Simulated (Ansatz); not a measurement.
Cost and result for the atomization energy of CH$_{5}$AlOSiTe (`C[SiH]1[O][Al]1[TeH]`) (10 atoms, 10 bonds).

```xyz
10

C    -1.1260    0.5594   -1.6270
Si    0.1477   -0.4820   -0.7572
O     1.1072    0.3131    0.3655
Al    0.3907   -0.8212    1.4880
Te    0.8231   -0.9561    3.9748
H    -0.6237    1.2646   -2.2974
H    -1.7804   -0.0718   -2.2341
H    -1.7390    1.1242   -0.9236
H     0.9177   -1.2393   -1.7860
H     1.8827    0.3091    3.7970
```

Total charge 0; spin multiplicity 1. Correlated methods include outer-core shells of Te, which these sets cover unevenly. Te takes the def2 core potential. Geometry: relaxed with PBE0-D4/def2-TZVP. Program: Ansatz. All runs use 4 threads of an Arm Neoverse V1 on a shared host. Times are those of one run each, without the atoms' runs, and a repeat can differ threefold. Electronic energies, without spin–orbit coupling; frozen cores. CCSD(T)/CBS adds CCSD(T) − MP2 in def2-TZVPP to the MP2 limit, and its time is that of the two runs behind it. T1 = 0.013. With those shells the extrapolation isn't a true limit. B3LYP takes the VWN-RPA correlation (the form of Gaussian; ORCA's B3LYP/G).

CCSD(T)/CBS is a level of theory with its own doubt, some kJ/mol a heavy atom from the limit and from the frozen cores, so smaller differences don't rank the functionals.

```
                             level  functions  wall time  atomization (kcal/mol)  difference from CCSD(T)/CBS  per bond
   PBE-D4/def2-TZVPP (with forces)        266      3.5 s                   812.0                          5.5       0.5
                PBE0-D4/def2-TZVPP        266      4.5 s                   797.6                         -8.9      -0.9
r2SCAN-D4/def2-TZVPP (with forces)        266      6.5 s                   806.6                          0.1       0.0
 B3LYP-D4/def2-TZVPP (with forces)        266        7 s                   796.2                        -10.3      -1.0
                 B2PLYP/def2-TZVPP        266        8 s                   789.1                        -17.4      -1.7
                ωB97X-V/def2-TZVPP        266       12 s                   804.2                         -2.3      -0.2
  ωB97M-V/def2-TZVPP (with forces)        266       17 s                   799.6                         -6.9      -0.7
                    MP2/def2-QZVPP        486       32 s                   809.6                          3.1       0.3
                CCSD(T)/def2-TZVPP        266    5.2 min                   780.1                        -26.4      -2.6
                 CCSD(T)/CBS(def2)          –    5.8 min                   806.5                          0.0       0.0
```

From PBE to PBE0 (25 % exact exchange), in def2-TZVPP and without D4, the atomization energy moves by −13.6 kcal/mol: exact exchange takes away binding that semilocal exchange gives to molecules. The D4 term adds +9.5 kcal/mol with B3LYP and +5.0 kcal/mol with PBE0; it sums over pairs of atoms, weighted by their polarisabilities, and B3LYP, whose exchange is more repulsive, gets the larger term. In def2-TZVPP, CCSD(T) changes the Hartree–Fock value by +210.1 kcal/mol (the triples alone add +14.9 kcal/mol) and MP2 by +223.9 kcal/mol; breaking electron pairs costs correlation energy, which Hartree–Fock lacks.

Spin–orbit coupling would lower the free Te atoms strongly, and the atomization energy with them, by more than many differences here.
